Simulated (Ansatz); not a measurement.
H7BSi2, SMILES `B[SiH2][SiH3]` (charge 0, multiplicity 1).

Cartesian coordinates (Å):
SMILES: B[SiH2][SiH3]
```xyz
10

B      1.7660     0.4230    -0.5689
Si     0.5454    -0.4994     0.7013
Si    -1.5936     0.0643    -0.1083
H      2.1061    -0.1034    -1.5868
H      2.0955     1.5577    -0.3872
H      0.6242    -0.0136     2.1072
H      0.6412    -1.9858     0.6933
H     -2.6397    -0.5537     0.7510
H     -1.7793     1.5404    -0.1011
H     -1.7657    -0.4290    -1.5013
```
Charge 0, multiplicity 1.

Frozen-core energies in 6-31g from Ansatz (a first-principles code) at a geometry from PBE0-D3(BJ)/def2-TZVP; the HF reference has <S^2> = 0.00 and the T1 diagnostic is 0.011.

| level | energy (Ha) |
|---|---|
| HF | -606.44882 |
| MP2 | -606.60986 |
| CCSD | -606.65893 |
| CCSD(T) | -606.66279 |

Estimate the energies of CCSDT and CCSDT(Q), and give each level's difference from CCSDT(Q).


| level | energy (Ha) | difference from CCSDT(Q) (mHa) |
|---|---|---|
| MP2 | -606.60986 | 54.06 |
| CCSD | -606.65893 | 4.99 |
| CCSD(T) | -606.66279 | 1.13 |
| CCSDT | -606.66378 | 0.14 |
| CCSDT(Q) | -606.66392 | 0.00 |
